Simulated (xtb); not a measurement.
C2H5Te, SMILES [CH2][Te]C (connectivity only; charge and spin as stated), charge +1, multiplicity 1. All values are semi-empirical tight-binding results from xtb (GFN2-xTB unless named), good for trends rather than for accurate numbers. Geometry: GFN2-xTB. The multiplicity is an assumed one; other spin states were not compared. The isomer is the one that the SMILES or the coordinates give; other isomers of the formula were not compared.

Optimised geometry:

```xyz
8

C      1.6241    -0.1662    -0.7366
Te    -0.0029     0.0091     0.3512
C     -1.4506     0.1007    -1.2276
H      2.5868    -0.2401    -0.2407
H      1.6189    -0.1948    -1.8222
H     -1.9524     1.0688    -1.1686
H     -0.9563    -0.0258    -2.1913
H     -2.1853    -0.6888    -1.0569
```
Charge +1, spin multiplicity 1.

Computed properties:
orbital gap: 2.63 eV
zero-point energy: 36.1 kcal/mol
G − E(el) at 298.15 K (modified RRHO): 17.7 kcal/mol
static polarisability (D4 model): 61.3 bohr³
solvation energy, GFN2-xTB/ALPB(water): -58.7 kcal/mol
solvation energy, GFN2-xTB/ALPB(benzene): -46.6 kcal/mol

Computed atomic charges and the Wiberg bond orders between heavy atoms:
charges (e) C1 -0.03, Te2 0.27, C3 -0.11, H4 0.19, H5 0.19, H6 0.16, H7 0.16, H8 0.16. Bond orders C1–Te2 2.02, Te2–C3 1.12.
